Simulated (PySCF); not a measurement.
**Al2Br4H2S2: core ionisation energies**

Species: (Br2Al-mu-SH)2.
Structure used (PBE0-D3(BJ)/def2-SVP), in Å, numbered top down from 1:
```
atom  x, y, z in Å
Al1   -1.5388   -0.2446   -0.2906
Br2   -1.9464   -2.4221   -0.7189
Br3   -3.1228    1.3414   -0.2916
S4     0.2085    0.4911   -1.6857
Al5    1.3756    0.7458    0.3443
Br6    1.6753    2.9345    0.7397
Br7    3.0282   -0.7902    0.3702
S8    -0.3511   -0.0531    1.7334
H9     0.7021   -0.7467   -1.9293
H10    0.0940   -1.3330    1.7330
```

The calculation used delta-SCF UKS SCAN, pcX-2 on the ionised atom, pcseg-1 elsewhere, spin-free X2C (PySCF). Binding energies are ΔSCF values: E(core-ionised, relaxed orbitals) − E(ground state) at a fixed geometry, referred to the vacuum level.

Task: List the computed XPS lines with their assignment.

Result: 
```json
{"atom(s)": "S4/S8", "bonded to": "H and 2 Al", "level": "S 1s", "binding energy (eV)": "2478.36", "count": "2"}
{"atom(s)": "Al1/Al5", "bonded to": "2 Br and 2 S", "level": "Al 1s", "binding energy (eV)": "1568.59", "count": "2"}
```

Task: Which effective nuclear charge Zeff reproduces each element's mean 1s value in the hydrogen-like formula E = 13.606 eV × Zeff²?

Result: Al (Z = 13): mean 1568.6 eV, Zeff = 10.74, Z − Zeff = 2.26; S (Z = 16): mean 2478.4 eV, Zeff = 13.50, Z − Zeff = 2.50. Means run over the listed sites, weighted by atom count.

Task: Which photon wavelength matches the Al 1s of Al1/Al5 threshold?

Result: λ = hc/E = 12398.42 eV Å / 1568.59 eV = 7.904 Å.

Topologically equivalent atoms share the value of their first member; where this conformer doesn't relate them by symmetry, their own values could differ. Not every level is listed. No level of bromine is listed. The structure is a single PBE0-D3(BJ)/def2-SVP conformer in the gas phase; no vibrational or solvent corrections.

The run took 50 s on Arm Neoverse V1, one thread, no GPU (shared host), and the process peaked at 0.83 GiB of memory.
